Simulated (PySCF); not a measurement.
BrH5N2Sn, SMILES [NH2][SnH]([NH2])[Br]. Atoms are numbered in the order given.

```xyz
9

Sn     0.1517    -0.5966     0.4342
N     -1.4039    -1.8532     0.1077
N      1.7417    -1.4118    -0.5198
Br    -0.2924     1.6940    -0.5344
H      0.4247    -0.3862     2.1032
H     -2.1588    -1.7337     0.7811
H     -1.8086    -1.7505    -0.8217
H      1.4472    -2.0173    -1.2848
H      2.3817    -0.7176    -0.9019
```
Charge 0, spin multiplicity 1.

Geometry optimised at PBE0-D3(BJ)/def2-SVP. The structure was generated by enumeration; whether it is a known compound was not checked. The def2 effective core potentials stand for the cores of Sn; spin–orbit coupling is left out. One conformer was computed; it need not be the lowest.

Calculation: M06-2X/def2-TZVP in PySCF.

Isolated molecule, no solvent.

Question: Estimate the frontier levels, gap, dipole moment and polarisability. (The exact figures need the calculation; the answer reports its results.)

Answer: 
```json
{
 "highest_occupied_level": "-9.00 eV",
 "lowest_empty_level": "0.01 eV",
 "orbital_gap": "9.00 eV",
 "dipole_moment": "1.14 D",
 "quadrupole, principal values (traceless, Buckingham form, about the centre of nuclear charge)": "-13.56, 4.67, 8.88 D·Å",
 "mean_static_polarisability": "73.1 bohr³ (10.83 Å³)",
 "polarisability_principal_values": "63.7, 69.4, 86.3 bohr³"
}
```
